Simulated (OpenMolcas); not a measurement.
Mo4+ among 8 point charges of -0.78 e arranged as a cube (Oh), 2.27 Å from the ion.
```
   1.3106    1.3106    1.3106  -0.78
   1.3106    1.3106   -1.3106  -0.78
   1.3106   -1.3106    1.3106  -0.78
   1.3106   -1.3106   -1.3106  -0.78
  -1.3106    1.3106    1.3106  -0.78
  -1.3106    1.3106   -1.3106  -0.78
  -1.3106   -1.3106    1.3106  -0.78
  -1.3106   -1.3106   -1.3106  -0.78
```

```json
{
 "Program": "OpenMolcas",
 "Method": "CASSCF",
 "Basis": "ANO-RCC-VDZP [6s5p3d1f]",
 "Scalar Hamiltonian": "DKH2, point nucleus",
 "Active space": "2 electrons in 5 orbitals (4d)",
 "State averaging": "2S+1 = 3 even, 10 roots; 2S+1 = 1 even, 15 roots",
 "Spin-orbit coupling": "state interaction with AMFI integrals over the reference wave functions"
}
```

Q: What is the spin-free ground state (labels of O, the rotations of Oh)?

A: 3A2, 1-fold in its orbital part, 100 % from free-ion F terms; it has the highest spin that d2 allows.

Q: Where is the first state of the same spin?

A: 3T2 at 2270 cm-1 above the ground state.

Q: What are the lowest two levels with spin-orbit coupling?

A: A 3-fold level T2, then a 2-fold level E 1887 cm-1 above it. Their leading multiplicities are 3 (99 %) and 3 (98 %).

Q: What is χT at 300 K, and how does it compare with the textbook value?

A: The lowest level has 2S+1 = 3, for which the spin-only value is χT = S(S+1) / 2 = 1.000 cm3 K/mol (g = 2). The computed 0.246 at 300 K differs by -0.754, through orbital momentum, spin-orbit coupling and any other state in reach.

Q: Which ligand-field parameters describe the states?

A: A least-squares ligand-field fit to the states below 45000 cm-1, each weighted by its degeneracy and with a free common offset, gives 10Dq = -2330 cm-1 (negative for this site), B = 862 cm-1 and C = 3475 cm-1 (C/B = 4.03), with an rms deviation of 32 cm-1. 

Without dynamic correlation the repulsion within the d shell is too large (B by tens of per cent), so at a given field states of lower spin stand too high. The ground term spreads over less than 5000 cm-1, several times less than with real ligands, so orbital moments are less quenched and χT lies further from the spin-only value than at real sites. This is an electrostatic model: the charges have no orbitals. No measured value stands beside these numbers.
